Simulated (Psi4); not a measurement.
ethylmethylamine (C3H9N), singlet, at a GFN2-xTB geometry; BHHLYP/STO-3G (Psi4 1.11).

Input for Psi4:
```
memory 2 GB

molecule {
0 1
  C    -1.87400516   -0.07441474    0.25926631
  C    -0.47967426   -0.52314354   -0.15357921
  N     0.48496756    0.53256834    0.09166092
  C     1.83881192    0.15577176   -0.25160561
  H    -2.12917341    0.85017624   -0.25108071
  H    -2.60684655   -0.83489174    0.00244945
  H    -1.91726736    0.10044473    1.33251953
  H    -0.21866346   -1.45961765    0.37470674
  H    -0.46266346   -0.73524512   -1.22757567
  H     0.44326878    0.80309834    1.07075897
  H     2.50814061    0.98145236   -0.01688696
  H     1.88584461   -0.03606901   -1.32424885
  H     2.19179223   -0.74660748    0.27324197
}

set basis sto-3g
set scf_type pk
set puream true
set d_convergence 1e-8
set dft_radial_points 99
set dft_spherical_points 590

energy('bhhlyp')
print_variables()
```

Predict the main parts of the log of this Psi4 run.


```
   => Loading Basis Set <=

    Name: STO-3G
    Role: ORBITAL
    Keyword: BASIS

         ---------------------------------------------------------
                                   SCF
               by Justin Turney, Rob Parrish, Andy Simmonett
                          and Daniel G. A. Smith
                              RKS Reference
         ---------------------------------------------------------

  ==> Geometry <==

    Molecular point group: c1
    Full point group: C1

    Geometry (in Angstrom), charge = 0, multiplicity = 1:

       Center              X                  Y                   Z               Mass
    ------------   -----------------  -----------------  -----------------  -----------------
         C           -1.879162591785    -0.092535669541     0.263189775736    12.000000000000
         C           -0.484831691785    -0.541264469541    -0.149655744264    12.000000000000
         N            0.479810128215     0.514447410459     0.095584385736    14.003074004430
         C            1.833654488215     0.137650830459    -0.247682144264    12.000000000000
         H           -2.134330841785     0.832055310459    -0.247157244264     1.007825032230
         H           -2.612003981785    -0.853012669541     0.006372915736     1.007825032230
         H           -1.922424791785     0.082323800459     1.336442995736     1.007825032230
         H           -0.223820891785    -1.477738579541     0.378630205736     1.007825032230
         H           -0.467820891785    -0.753366049541    -1.223652204264     1.007825032230
         H            0.438111348215     0.784977410459     1.074682435736     1.007825032230
         H            2.502983178215     0.963331430459    -0.012963494264     1.007825032230
         H            1.880687178215    -0.054189939541    -1.320325384264     1.007825032230
         H            2.186634798215    -0.764728409541     0.277165435736     1.007825032230

  Running in c1 symmetry.

  Rotational constants: A =      0.87580  B =      0.13217  C =      0.12375 [cm^-1]
  Rotational constants: A =  26255.67977  B =   3962.25107  C =   3709.97380 [MHz]
  Nuclear repulsion =  133.656488198719671

  Charge       = 0
  Multiplicity = 1
  Electrons    = 34
  Nalpha       = 17
  Nbeta        = 17

  ==> Algorithm <==

  SCF Algorithm Type is PK.
  DIIS enabled.
  MOM disabled.
  Fractional occupation disabled.
  Guess Type is SAD.
  Energy threshold   = 1.00e-06
  Density threshold  = 1.00e-08
  Integral threshold = 1.00e-12

  ==> Primary Basis <==

  Basis Set: STO-3G
    Blend: STO-3G
    Number of shells: 21
    Number of basis functions: 29
    Number of Cartesian functions: 29
    Spherical Harmonics?: true
    Max angular momentum: 1

  ==> DFT Potential <==

   => LibXC <=

    Version 7.1.2
    S. Lehtola, C. Steigemann, M. J. T. Oliveira, and M. A. L. Marques,  SoftwareX 7, 1–5 (2018) (10.1016/j.softx.2017.11.002)

   => Composite Functional: BHANDHLYP <=

    BHandHLYP Hyb-GGA Exchange-Correlation Functional

    A. D. Becke,  J. Chem. Phys. 98, 1372 (1993) (10.1063/1.464304)
    Defined through Gaussian implementation.

    Deriv               =              1
    GGA                 =           TRUE
    Meta                =          FALSE

    Exchange Hybrid     =           TRUE
    MP2 Hybrid          =          FALSE

   => Exchange Functionals <=

    0.5000         Becke 88

   => Exact (HF) Exchange <=

    0.5000               HF

   => Correlation Functionals <=

    1.0000   Lee, Yang & Parr

   => LibXC Density Thresholds  <==

    XC_HYB_GGA_XC_BHANDHLYP:  1.00E-15

   => Molecular Quadrature <=

    Radial Scheme          =       TREUTLER
    Pruning Scheme         =           NONE
    Nuclear Scheme         =       TREUTLER

    Blocking Scheme        =         OCTREE
    BS radius alpha        =              1
    Pruning alpha          =              1
    Radial Points          =             99
    Spherical Points       =            590
    Total Points           =         708029
    Total Blocks           =           4985
    Max Points             =            256
    Max Functions          =             28
    Weights Tolerance      =       1.00E-15

  ==> Integral Setup <==

  Using in-core PK algorithm.
   Calculation information:
      Number of atoms:                  13
      Number of AO shells:              21
      Number of primitives:             63
      Number of atomic orbitals:        29
      Number of basis functions:        29

      Integral cutoff                 1.00e-12
      Number of threads:                 1

  Performing in-core PK
  Using 189660 doubles for integral storage.
  We computed 26063 shell quartets total.
  Whereas there are 26796 unique shell quartets.

  ==> DiskJK: Disk-Based J/K Matrices <==

    J tasked:                  Yes
    K tasked:                  Yes
    wK tasked:                  No
    Schwarz Cutoff:          1E-12

  Minimum eigenvalue in the overlap matrix is 2.0585111884E-01.
  Reciprocal condition number of the overlap matrix is 8.1196530636E-02.
    Using symmetric orthogonalization.

  ==> Pre-Iterations <==

  SCF Guess: Superposition of Atomic Densities via on-the-fly atomic UHF (no occupation information).

   -------------------------
    Irrep   Nso     Nmo
   -------------------------
     A         29      29
   -------------------------
    Total      29      29
   -------------------------

  ==> Iterations <==

                        Total Energy        Delta E     RMS |[F,P]|

   @RKS iter SAD:  -169.42172722199734   -1.69422e+02   0.00000e+00
   @RKS iter   1:  -172.21346837055853   -2.79174e+00   6.17320e-03 ADIIS/DIIS
   @RKS iter   2:  -172.22855953164543   -1.50912e-02   3.40987e-03 ADIIS/DIIS
   @RKS iter   3:  -172.23415408044059   -5.59455e-03   2.80939e-04 ADIIS/DIIS
   @RKS iter   4:  -172.23420040117628   -4.63207e-05   3.89706e-05 DIIS
   @RKS iter   5:  -172.23420125903959   -8.57863e-07   8.25762e-06 DIIS
   @RKS iter   6:  -172.23420130062760   -4.15880e-08   9.16135e-07 DIIS
   @RKS iter   7:  -172.23420130123267   -6.05070e-10   3.06459e-07 DIIS
   @RKS iter   8:  -172.23420130128855   -5.58771e-11   3.71417e-08 DIIS
   @RKS iter   9:  -172.23420130128952   -9.66338e-13   3.66252e-09 DIIS
  Energy and wave function converged.

  ==> Post-Iterations <==

   Electrons on quadrature grid:
      Ntotal   =   34.0000036963 ; deviation = 3.696e-06

    Orbital Energies [Eh]
    ---------------------

    Doubly Occupied:

       1A    -14.571712     2A    -10.440261     3A    -10.433589
       4A    -10.405856     5A     -0.978043     6A     -0.816501
       7A     -0.716957     8A     -0.658329     9A     -0.518116
      10A     -0.482235    11A     -0.476654    12A     -0.449031
      13A     -0.412405    14A     -0.383694    15A     -0.371351
      16A     -0.364686    17A     -0.194786

    Virtual:

      18A      0.435206    19A      0.457323    20A      0.492025
      21A      0.507954    22A      0.533627    23A      0.554016
      24A      0.558634    25A      0.577244    26A      0.595561
      27A      0.611760    28A      0.618262    29A      0.640349

    Final Occupation by Irrep:
              A
    DOCC [    17 ]
    NA   [    17 ]
    NB   [    17 ]

  @RKS Final Energy:  -172.23420130128952

   => Energetics <=

    Nuclear Repulsion Energy =            133.6564881987196713
    One-Electron Energy =                -496.5328872637492168
    Two-Electron Energy =                 204.4290757863076067
    DFT Exchange-Correlation Energy =     -13.7868780225675707
    Empirical Dispersion Energy =           0.0000000000000000
    VV10 Nonlocal Energy =                  0.0000000000000000
    Total Energy =                       -172.2342013012895166

Computation Completed

Properties will be evaluated at   0.000000,   0.000000,   0.000000 [a0]

Properties computed using the SCF density matrix

 Multipole Moments:

 ------------------------------------------------------------------------------------
     Multipole            Electronic (a.u.)      Nuclear  (a.u.)        Total (a.u.)
 ------------------------------------------------------------------------------------

 L = 1.  Multiply by 2.5417464519 to convert [e a0] to [Debye]
 Dipole X            :          0.4089431           -0.3313687            0.0775744
 Dipole Y            :          0.8410850           -1.1642823           -0.3231973
 Dipole Z            :          0.0409815            0.2520851            0.2930666
 Magnitude           :                                                    0.4431279

 ------------------------------------------------------------------------------------

  Variable Map:
  ----------------------------------------------------------------------------
  "CURRENT ENERGY"              =>    -172.234201301290
  "CURRENT REFERENCE ENERGY"    =>    -172.234201301290
  "DD SOLVATION ENERGY"         =>       0.000000000000
  "DFT FUNCTIONAL TOTAL ENERGY" =>    -172.234201301290
  "DFT TOTAL ENERGY"            =>    -172.234201301290
  "DFT VV10 ENERGY"             =>       0.000000000000
  "DFT XC ENERGY"               =>     -13.786878022568
  "GRID ELECTRONS ALPHA"        =>      17.000001848168
  "GRID ELECTRONS BETA"         =>      17.000001848168
  "GRID ELECTRONS TOTAL"        =>      34.000003696336
  "NUCLEAR REPULSION ENERGY"    =>     133.656488198720
  "ONE-ELECTRON ENERGY"         =>    -496.532887263749
  "PCM POLARIZATION ENERGY"     =>       0.000000000000
  "PE ENERGY"                   =>       0.000000000000
  "SCF ITERATION ENERGY"        =>    -172.234201301290
  "SCF ITERATIONS"              =>       9.000000000000
  "SCF TOTAL ENERGY"            =>    -172.234201301290
  "TWO-ELECTRON ENERGY"         =>     204.429075786308
  "XC GRID RADIAL POINTS"       =>      99.000000000000
  "XC GRID SPHERICAL POINTS"    =>     590.000000000000
  "XC GRID TOTAL POINTS"        =>  708029.000000000000

  Array Variable Map:
  ----------------------------------------------------------------------------
  "CURRENT DIPOLE"              =>       0.077574403235 ... 0.293066614495 1 by 3
  "SCF DIPOLE"                  =>       0.077574403235 ... 0.293066614495 1 by 3
  "SCF TOTAL ENERGIES"          =>    -169.421727221997 ... -172.234201301290 1 by 10
```
